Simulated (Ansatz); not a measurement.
H2SSi (SMILES [SiH]S) moved off its minimum; all values from Ansatz (a quantum-chemistry and plane-wave program), cores frozen in correlated methods.
(charge 0, multiplicity 1)
```xyz
4

Si     0.31718    -0.78210     0.70846
H      0.74737    -1.74761    -0.22372
S     -0.25393     0.59385    -0.72021
H     -0.63086     1.66573     0.37807
```

### Question
Give the forces (eV/Å), the total energy and the dipole at CCSD(T)/aug-cc-pV(T+d)Z.

### Answer

```json
[
 {"atom": "Si1", "Fx": "-0.221", "Fy": "0.562", "Fz": "2.434"},
 {"atom": "H2", "Fx": "0.551", "Fy": "-1.374", "Fz": "-1.593"},
 {"atom": "S3", "Fx": "-1.030", "Fy": "2.986", "Fz": "1.628"},
 {"atom": "H4", "Fx": "0.700", "Fy": "-2.174", "Fz": "-2.469"}
]
```
Energy -687.9602 hartree, dipole 0.34 D.

Doubts at one or more of the structures used: a restricted determinant that unrestricted orbitals would lower (CCSD(T)/aug-cc-pV(T+d)Z).
